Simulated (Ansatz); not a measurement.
C₁₄H₁₄F₂O₃S₂⁻, that is dimethylphenylsulfonium 2,4-difluorobenzenesulfonate with one electron more. The state is a doublet with charge -1. Geometry PBE-D4/def2-SVP; atoms count from 1.

```csv
atom,x (Å),y (Å),z (Å)
C1,-0.504,-1.492,1.925
S2,0.872,-0.355,1.296
C3,0.821,-1.028,-0.432
C4,2.361,-0.889,1.978
C5,3.132,0.066,2.728
C6,4.304,-0.312,3.364
C7,4.775,-1.663,3.304
C8,4.013,-2.607,2.578
C9,2.833,-2.256,1.924
H10,-0.803,-1.087,2.908
H11,-1.333,-1.447,1.193
H12,-0.082,-2.509,2.027
H13,-0.230,-0.947,-0.781
H14,1.500,-0.395,-1.031
H15,1.169,-2.078,-0.423
H16,2.777,1.108,2.784
H17,4.879,0.445,3.922
H18,5.704,-1.958,3.813
H19,4.360,-3.653,2.521
H20,2.269,-3.017,1.362
O21,-1.546,1.124,0.394
S22,-2.684,0.469,-0.330
O23,-4.032,0.646,0.286
O24,-2.381,-0.945,-0.767
C25,-2.802,1.394,-1.910
C26,-4.018,1.997,-2.261
C27,-4.162,2.728,-3.450
C28,-3.053,2.852,-4.292
F29,-3.165,3.553,-5.446
C30,-1.820,2.270,-3.978
C31,-1.713,1.548,-2.782
F32,-0.523,0.993,-2.496
H33,-4.849,1.866,-1.551
H34,-5.113,3.203,-3.731
H35,-0.955,2.376,-4.648
```

Single mean-field runs in def2-TZVP are fitted with def2-universal-jkfit. The highest occupied level of the relaxed charge -1 doublet lies above zero (up to 0.06 eV). By energy differences its removal costs 1.07 eV (each at its own geometry, to the charge 0 singlet, at PBE0-D4/def2-TZVP); self-interaction error and the lack of diffuse functions both raise the level. In the doublet geometry the species has come apart into loosely held pieces.

(1) Estimate the Mulliken populations of the heavy atoms from the PBE0/def2-TZVP orbitals of Ansatz.

(2) Where does the spin sit?

(3) And the Mayer bond orders between bonded heavy atoms (over 0.3)?

Results:

(1) 
```
atom  charge (e)  spin (α − β)
  C1       -0.38          0.09
  S2        0.18          0.13
  C3       -0.35          0.04
  C4        0.14          0.16
  C5       -0.21          0.10
  C6       -0.13         -0.02
  C7       -0.20          0.38
  C8       -0.11         -0.14
  C9       -0.30          0.29
 O21       -0.53          0.00
 S22        0.83          0.00
 O23       -0.54          0.00
 O24       -0.56          0.00
 C25        0.01          0.00
 C26       -0.16          0.00
 C27       -0.22          0.00
 C28        0.31          0.00
 F29       -0.21          0.00
 C30       -0.29          0.00
 C31        0.23          0.00
 F32       -0.18          0.00
```
Mulliken values and Mayer orders depend strongly on the basis.

(2) Summed by element: C 0.91, S 0.13, H -0.04, O 0.00, F 0.00, of 1 unpaired in all. Largest on single atoms: C7 0.38, C9 0.29, C4 0.16.

(3) C1–S2 0.88 (1.89 Å); S2–C3 0.93 (1.86 Å); S2–C4 1.16 (1.72 Å); C4–C5 1.19 (1.44 Å); C4–C9 1.14 (1.45 Å); C5–C6 1.61 (1.39 Å); C6–C7 1.24 (1.43 Å); C7–C8 1.36 (1.41 Å); C8–C9 1.55 (1.39 Å); O21–S22 1.69 (1.50 Å); S22–O23 1.78 (1.49 Å); S22–O24 1.61 (1.51 Å); S22–C25 0.82 (1.83 Å); C25–C26 1.41 (1.40 Å); C25–C31 1.33 (1.40 Å); C26–C27 1.33 (1.40 Å); C27–C28 1.42 (1.40 Å); C28–F29 1.01 (1.35 Å); C28–C30 1.37 (1.40 Å); C30–C31 1.39 (1.40 Å); C31–F32 1.06 (1.34 Å).
